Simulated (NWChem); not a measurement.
Species: I anion

All runs: NWChem. def2 effective core potentials on I; no spin-orbit coupling. Level: PBE0/def2-SVPD with COSMO at NWChem's default radii, gas-phase geometry; rows give the dielectric constant. Reactions with the solvent are ignored.

```tsv
dielectric constant	electrostatic solvation energy (kcal/mol)
1.5	-20.3
11.7	-56.6
25.0	-59.5
37.5	[?]
78.4	-61.2
```

**Question.** Fill in the missing entries.

**Answer.** 
- 37.5, electrostatic solvation energy (kcal/mol): -60.3
